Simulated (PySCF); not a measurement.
HSe, charge -1, multiplicity 1.

```xyz
2

Se     0.0000     0.0000    -0.0421
H      0.0000     0.0000     1.4313
```
Charge -1, spin multiplicity 1.

Coordinates come from a PBE0-D3(BJ)/def2-TZVPD optimisation. The spin state was assumed, not searched.

All values below come from PySCF with HF/pcSseg-2. Non-relativistic, no solvent.

Q: Give the absolute GIAO shielding of each atom: isotropic value and principal components (ppm). (Estimate from the structure and the level; the computed values follow.)

A: 
```json
[
 {"atom": "Se1", "σ(iso)": "2522.3", "σ11": "2279.2", "σ22": "2279.2", "σ33": "3008.5", "span": "729.3"},
 {"atom": "H2", "σ(iso)": "35.5", "σ11": "27.8", "σ22": "27.8", "σ33": "50.8", "span": "23.0"}
]
```
